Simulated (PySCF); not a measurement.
Rubidium: a sound run and one with changed settings

Sound run: Rb²⁺ [Ar] 3d10 4s2 4p5, Rb³⁺ [Ar] 3d10 4s2 4p4. Computed with PySCF 2.14 in def2-SVP with the def2 core potential (28 electrons), with a scalar-relativistic core potential. The sound run starts from symmetry-adapted Hartree-Fock orbitals and uses a fine grid where one is needed.

Changed run: radial step 1.2 in ln r (0.13 in the sound run). This setting is unsound on purpose.

| species | method | sound run (hartree) | changed run (hartree) | converged |
| --- | --- | --- | --- | --- |
| Rb²⁺ | UHF | -22.68381 | -22.68381 | yes |
| Rb²⁺ | r2SCAN | -22.92971 | -23.20547 | yes |
| Rb²⁺ | B3LYP | -22.92590 | -22.88917 | yes |
| Rb³⁺ | UHF | -21.27642 | -21.27642 | yes |
| Rb³⁺ | r2SCAN | -21.47887 | -21.87118 | yes |
| Rb³⁺ | B3LYP | -21.47561 | -21.55333 | yes |

Ionisation energy of Rb²⁺:

| method | sound run (eV) | changed run (eV) |
| --- | --- | --- |
| UHF | 38.297 | 38.297 |
| r2SCAN | 39.479 | 36.308 |
| B3LYP | 39.464 | 36.350 |

A coarse radial grid mis-integrates the density and the exchange-correlation energy, with errors of either sign; Hartree-Fock needs no grid.

For comparison, NIST gives 39.247 eV between the lowest levels.
